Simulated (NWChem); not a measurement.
System: C2H2BrCl; SMILES C=C(Br)Cl

Excerpt of the output:

```
             Northwest Computational Chemistry Package (NWChem) 7.3.0
             --------------------------------------------------------

                             Geometry "geometry" -> ""
                             -------------------------

 Output coordinates in angstroms (scale by  1.889725989 to convert to a.u.)

  No.       Tag          Charge          X              Y              Z
 ---- ---------------- ---------- -------------- -------------- --------------
    1 C                    6.0000    -1.81364300     0.80436500     0.00000000
    2 C                    6.0000    -0.50296600     0.57114900     0.00000000
    3 Cl                  17.0000     0.67062900     1.82985600     0.00000000
    4 Br                  35.0000     0.21102900    -1.17133500     0.00000000
    5 H                    1.0000    -2.52492300    -0.02226400     0.00000000
    6 H                    1.0000    -2.18494800     1.83091300     0.00000000

 Effective nuclear repulsion energy (a.u.)     293.5240413886

                              NWChem Property Module
                              ----------------------

                                 NWChem DFT Module
                                 -----------------

 Summary of "ao basis" -> "ao basis" (spherical)
 ------------------------------------------------------------------------------
       Tag                 Description            Shells   Functions and Types
 ---------------- ------------------------------  ------  ---------------------
 C                         def2-svpd                 8       20   4s2p2d
 Cl                        def2-svpd                11       27   5s4p2d
 Br                        def2-svpd                15       41   6s5p4d
 H                         def2-svpd                 4        8   2s2p

            General Information
            -------------------
          SCF calculation type: DFT
          Wavefunction type:  closed shell.
          No. of atoms     :     6
          No. of electrons :    66
           Alpha electrons :    33
            Beta electrons :    33
          Charge           :     0
          Spin multiplicity:     1
          Use of symmetry is: off; symmetry adaption is: off
          Maximum number of iterations: 150
          AO basis - number of functions:   124
                     number of shells:    50
          Convergence on energy requested:  1.00D-06
          Convergence on density requested:  1.00D-05
          Convergence on gradient requested:  5.00D-04

              XC Information
              --------------
                         B3LYP Method XC Potential
                     Hartree-Fock (Exact) Exchange  0.200
                        Slater Exchange Functional  0.800 local
                    Becke 1988 Exchange Functional  0.720 non-local
              Lee-Yang-Parr Correlation Functional  0.810
                  VWN I RPA Correlation Functional  0.190 local

             Grid Information
             ----------------
          Grid used for XC integration:  medium
          Radial quadrature: Mura-Knowles
          Angular quadrature: Lebedev.
          Tag              B.-S. Rad. Rad. Pts. Rad. Cut. Ang. Pts.
          ---              ---------- --------- --------- ---------
          C                   0.70       49          12.0       434
          Cl                  1.00       88          13.0       590
          Br                  1.15      112          12.0       590
          H                   0.35       45          13.0       434
          Grid pruning is: on
          Number of quadrature shells:   388
          Spatial weights used:  Erf1

      Superposition of Atomic Density Guess
      -------------------------------------

 Sum of atomic energies:       -3107.66655364

      Non-variational initial energy
      ------------------------------

 Total energy =   -3109.244646
 1-e energy   =   -4903.158169
 2-e energy   =    1500.389482
 HOMO         =      -0.278632
 LUMO         =       0.022836

   convergence    iter        energy       DeltaE   RMS-Dens  Diis-err
 ---------------- ----- ----------------- --------- --------- ---------
 d= 0,ls=0.0,diis     1  -3111.1870696081 -3.40D+03  2.15D-02  8.28D-01
 d= 0,ls=0.0,diis     2  -3111.0253780030  1.62D-01  1.71D-02  2.13D+00
 d= 0,ls=0.0,diis     3  -3111.2727093525 -2.47D-01  2.11D-03  5.15D-02
 d= 0,ls=0.0,diis     4  -3111.2783337017 -5.62D-03  8.42D-04  8.53D-03
 d= 0,ls=0.0,diis     5  -3111.2793892258 -1.06D-03  2.57D-04  8.60D-04
  Resetting Diis
 d= 0,ls=0.0,diis     6  -3111.2795127064 -1.23D-04  5.04D-05  7.63D-06
 d= 0,ls=0.0,diis     7  -3111.2795137058 -9.99D-07  1.57D-05  6.04D-07
 d= 0,ls=0.0,diis     8  -3111.2795137185 -1.27D-08  6.09D-06  5.20D-07

         Total DFT energy =    -3111.279513718463
      One electron energy =    -4904.445847670670
           Coulomb energy =     1630.776061931725
    Exchange-Corr. energy =     -131.133769368103
 Nuclear repulsion energy =      293.524041388585

 Numeric. integr. density =       66.000004803015

                       DFT Final Molecular Orbital Analysis
                       ------------------------------------

[...]

 DFT Linear Response polarizability / au
 Frequency  =       0.0000000 / au
              X              Y              Z
 -----------------------------------------------
 X      69.9555607     -2.4321735     -0.0000001
 Y      -2.4322091     72.1966122      0.0000000
 Z      -0.0000001      0.0000000     43.2805970
 -----------------------------------------------
 Eigenvalues =      68.3982056     73.7539673     43.2805970
 Isotropic   =      61.8109233
 Anisotropic =      28.1798220
 -----------------------------------------------

 Magnetic Dipole Response Matrix (nonzero elements):

 Exiting AOResponse driver routine
```

Level: B3LYP/def2-SVPD. Geometry: optimised at PBE0/def2-SVP.

Q: Write an input that gives this output.

A: This is not unique; one that fits is the input that was run:
```
start job
memory heap 200 mb stack 900 mb global 1100 mb
geometry units angstroms noautosym nocenter noautoz
  C     -1.813643     0.804365     0.000000
  C     -0.502966     0.571149     0.000000
  Cl     0.670629     1.829856     0.000000
  Br     0.211029    -1.171335     0.000000
  H     -2.524923    -0.022264     0.000000
  H     -2.184948     1.830913     0.000000
end
basis spherical
  * library def2-svpd
end
dft
  xc b3lyp
  iterations 150
end
property
  response 1 0.0
end
task dft property
```
